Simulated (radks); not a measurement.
Question: Ti IV, configuration [Ar] 3d1. All-electron calculation, non-relativistic Kohn-Sham, PBE, spin-unpolarised, spherical densities, point nucleus. Program: a radial shooting solver on a logarithmic mesh with Libxc functionals. Some entries of the table are withheld. Estimate them.

orbital,occ.,eigenvalue (eV),<r> (bohr),<r^2> (bohr^2)
1s,2,-4870.122,0.07017,0.006608
2s,2,-564.9340,0.3276,0.1268
2p,6,-477.4197,0.2909,0.1043
3s,2,-94.1870,0.9991,1.147
3p,6,-70.8335,(1),1.311
3d,1,(2),1.258,1.958
4s,0,(3),2.627,7.757
4p,0,-20.8666,(4),(5)

Answer: 
(1) 3p <r> (bohr): 1.059
(2) 3d eigenvalue (eV): -34.8794
(3) 4s eigenvalue (eV): -26.2925
(4) 4p <r> (bohr): 2.958
(5) 4p <r^2> (bohr^2): 9.878
